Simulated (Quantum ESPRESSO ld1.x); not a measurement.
Question: The mean radii <r> (bohr) of the occupied orbitals of an atom or ion are listed with their occupations. Calculated with ld1.x of Quantum ESPRESSO 7.5: scalar-relativistic Kohn-Sham, LDA (Slater exchange, Perdew-Wang correlation), spin-polarised, spherical densities, point nucleus.

| orbital | occ. | <r> |
|---|---|---|
| 1s up | 1 | 0.04557 |
| 1s down | 1 | 0.04557 |
| 2s up | 1 | 0.2017 |
| 2s down | 1 | 0.2017 |
| 2p up | 3 | 0.1761 |
| 2p down | 3 | 0.1761 |
| 3s up | 1 | 0.5256 |
| 3s down | 1 | 0.5262 |
| 3p up | 3 | 0.5182 |
| 3p down | 2 | 0.5188 |

Name the element and its charge. Open shells, if any, are filled with parallel spins first.

Answer: Z = 33, arsenic, charge +16: As16+ in [Ne] 3s2 3p5. The 1s radius gives Z: for a bare nucleus <r> = (2 gamma + 1)/(2Z) with gamma = sqrt(1 - (Z/c)^2), 0.04456 bohr for Z = 33, and screening makes it slightly larger (0.04557 here). The occupations add up to 17, and the charge is Z minus that.
